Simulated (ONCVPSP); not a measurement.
**Plane-wave convergence, ONCV potential for iron (Fe)**

```
Element                 : iron
Generator               : ONCVPSP 4.0.1
Type                    : optimised norm-conserving Vanderbilt (ONCV)
Functional              : PBEsol
Relativity              : scalar-relativistic
Frozen core             : [Ne]
Valence charge          : 16
Reference configuration : 3s2 3p6 3d6 4s2
Partial waves           : 3s+4s: rc 1.55 bohr, ncon 4, nbas 7, qcut 8.5 1/bohr, 2 projectors; 3p: rc 1.20 bohr, ncon 4, nbas 7, qcut 13.7 1/bohr, 1 projector; 3d: rc 1.05 bohr, ncon 3, nbas 8, qcut 16.7 1/bohr, 2 projectors, debl 2.2 Ha
Local potential         : polynomial inside 1.00 bohr (lpopt 4, dvloc0 0 Ha)
Core correction         : Teter function, fcfact 4.75, rcfact 1.5
```

Problem. For each optimised wave give the share of its norm inside rc, the residual kinetic energy above qcut (Ha) and the cutoffs (Ha) for errors of 10, 1, 0.1 and 0.01 mHa per electron.

Solution.

```csv
wave,norm inside rc,residual KE,10 mHa,1 mHa,0.1 mHa,0.01 mHa
3s,0.978,1.9e-07,9.2,12.5,24.4,29.4
4s,0.069,9.0e-07,6.8,11.9,25.1,31.0
3p,0.847,4.6e-08,26.2,33.5,39.6,49.6
3d,0.553,1.7e-07,73.5,91.0,105.2,116.7
d projector 2,0.063,1.9e-08,65.1,85.5,101.7,114.9
```

The occupied waves need 91 Ha and 105 Ha for 1 and 0.1 mHa.
